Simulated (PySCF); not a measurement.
hydrogen iodide (HI), SMILES I.

Geometry optimised at B3LYP-D3(BJ)/def2-TZVPD. The def2 effective core potentials stand for the cores of I; spin–orbit coupling is left out.

All values below come from TDA-PBE0/def2-TZVPD (PySCF).

Vertical excitations; the highest root listed may be one member of a degenerate set. The molecule is in vacuum. State labels are in the subgroup C2v.

| state | symmetry | energy (eV) | λ (nm) | f | main pairs |
|---|---|---|---|---|---|
| S1 | B2 | 5.49 | 226 | 0.004 | HOMO→LUMO (degenerate set) |
| S2 | B1 | 5.49 | 226 | 0.004 | HOMO−1→LUMO (degenerate set) |
| S3 | B2 | 7.53 | 165 | 0.177 | HOMO→LUMO+2, HOMO→LUMO+1 (degenerate set) |
| S4 | B1 | 7.53 | 165 | 0.177 | HOMO−1→LUMO+2, HOMO−1→LUMO+1 (degenerate set) |
| S5 | B1 | 7.72 | 161 | 0.036 | HOMO−1→LUMO+1, HOMO−1→LUMO+2 (degenerate set) |
| S6 | B2 | 7.72 | 161 | 0.036 | HOMO→LUMO+1, HOMO→LUMO+2 (degenerate set) |
| S7 | A1 | 7.89 | 157 | 0.000 | HOMO→LUMO+4, HOMO−1→LUMO+3 (degenerate set) |
| S8 | A2 | 7.89 | 157 | 0.000 | HOMO→LUMO+3, HOMO−1→LUMO+4 (degenerate set) |
| S9 | A2 | 7.95 | 156 | 0.000 | HOMO−1→LUMO+4 50 %, HOMO→LUMO+3 50 % |
| S10 | A1 | 8.12 | 153 | 0.001 | HOMO−1→LUMO+3 49 %, HOMO→LUMO+4 49 % |
| T1 | B2 | 4.84 | 256 | 0 | HOMO→LUMO (degenerate set) |
| T2 | B1 | 4.84 | 256 | 0 | HOMO−1→LUMO (degenerate set) |
| T3 | B2 | 7.10 | 175 | 0 | HOMO→LUMO+2, HOMO→LUMO+1 (degenerate set) |
| T4 | B1 | 7.10 | 175 | 0 | HOMO−1→LUMO+2, HOMO−1→LUMO+1 (degenerate set) |
Triplets are in the Tamm–Dancoff approximation.
